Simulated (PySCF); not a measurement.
B(Cl)(GeH3)(OH) (BClGeH4O), SMILES O[B]([GeH3])Cl.

Geometry optimised at B3LYP-D3(BJ)/def2-SVP. This is a generated structure with no PubChem entry under its InChIKey; it may be hypothetical. The values are those of a single conformer.

Two levels are set side by side: TDDFT-PBE/def2-SVPD (PySCF) and TDDFT-CAM-B3LYP/def2-SVPD (PySCF). Vertical, same geometry. The lowest singlet is HOMO→LUMO 94 % with PBE and HOMO→LUMO 97 % with the other functional; states are paired by order. Differences are taken from unrounded values.

| quantity | TDDFT-CAM-B3LYP |
|---|---|
| lowest singlet excitation (eV) | 6.00 |
| lowest triplet excitation (TDA) (eV) | 5.11 |
| first bright state (f over 0.05) (eV) | 7.44 |
| its oscillator strength | 0.13 |

### Question
What does TDDFT-PBE give, and how far is it from TDDFT-CAM-B3LYP? (The exact figures need the calculation; the answer reports its results.)

### Answer

```json
[
 {"quantity": "lowest singlet excitation (eV)", "TDDFT-PBE": "5.47", "TDDFT-PBE minus TDDFT-CAM-B3LYP": "-0.53"},
 {"quantity": "lowest triplet excitation (TDA) (eV)", "TDDFT-PBE": "4.70", "TDDFT-PBE minus TDDFT-CAM-B3LYP": "-0.41"},
 {"quantity": "first bright state (f over 0.05) (eV)", "TDDFT-PBE": "6.48", "TDDFT-PBE minus TDDFT-CAM-B3LYP": "-0.96"},
 {"quantity": "its oscillator strength", "TDDFT-PBE": "0.16", "TDDFT-PBE minus TDDFT-CAM-B3LYP": "0.02"}
]
```

Functionals without exact exchange tend to place singlet excitations lower, as here. Differences between two approximate levels are no errors against the true value.

Rough cost on one machine, each run with all the roots and properties that it gave: TDDFT-CAM-B3LYP against TDDFT-PBE about 6 times.
